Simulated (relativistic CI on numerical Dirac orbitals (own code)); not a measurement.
# Hyperfine structure of Yb LXIV, mass number 171

Computed by Dirac-Coulomb-Breit CI, KLI orbitals optimised for each configuration, model QED, unscaled Slater integrals (own radial code, finite nucleus).

CI space (outside the closed core 1s2): 2s²2p³, 2s2p⁴, 2p⁵, 2p⁴3s, 2p⁴3p, 2p⁴3d, 2s²2p²3s, 2s²2p²3p, 2s²2p²3d, 2s2p³3s, 2s2p³3p, 2s2p³3d, 2s²2p²4s, 2s²2p²4p, 2s²2p²4d, 2s²2p²4f. Levels of other configurations are missing.

Nuclear spin I = 1/2, μ = 0.4923 μN (tables of Stone and Pyykkö). The electronic factors are computed for point nuclear moments, without core polarisation or the Bohr-Weisskopf and QED corrections.

| Level | E (Ry) | A (GHz) |
| --- | --- | --- |
| 2s²2p³ ²D°5/2 | 80.452 | 1708 |
| 2s²2p³ ²P°1/2 | 83.978 | 5766 |
| 2s2p⁴ ⁴P5/2 | 102.134 | 4137 |
| 2s2p⁴ ²S1/2 | 109.418 | 17890 |
| 2s2p⁴ ²P3/2 | 109.532 | -2747 |
| 2s²2p³ ²P°3/2 | 162.905 | 704.9 |
| 2s2p⁴ ⁴P3/2 | 182.792 | 4207 |
| 2s2p⁴ ²D5/2 | 185.759 | 5171 |

Levels with J = 0, under 50 % of one LS term, or S terms without an open s electron are left out. Small factors come from cancelling terms and can be off by tens of per cent or more.

At this charge energies of transitions that change n are usually good to better than 1 %, and those within a shell (Δn = 0) to a few per cent.

Task: Give the hyperfine levels of 2s²2p³ ²P°1/2 relative to its centre of gravity.

Result: With K = F(F + 1) − I(I + 1) − J(J + 1), E = AK/2: F = 0: -4324, F = 1: 1441 GHz.

LS names give the leading component of a level, which can be under half, so a name can repeat, a term be missing and a line seem to break the LS rules.
